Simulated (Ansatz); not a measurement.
CAlCl2NO, SMILES `O=C=[N][Al]([Cl])[Cl]`. Charge 0, multiplicity 1.

```xyz
6

O    -0.912   -2.067    1.944
C    -0.556   -1.262    1.185
N    -0.189   -0.433    0.404
Al    0.343    0.778   -0.731
Cl    1.570    0.242   -2.307
Cl   -0.257    2.743   -0.496
```

Give the diagnostics of a CCSD(T)/def2-TZVPP run (frozen core, Ansatz). (Estimate.)

Ansatz gave: T1 = 0.0135, largest single amplitude 0.031, largest double 0.036, (T) share of the correlation energy 4.5 %, 9 CCSD cycles. The RHF solution is stable towards an unrestricted one. T1 lies under the customary mark of 0.02 for closed shells.
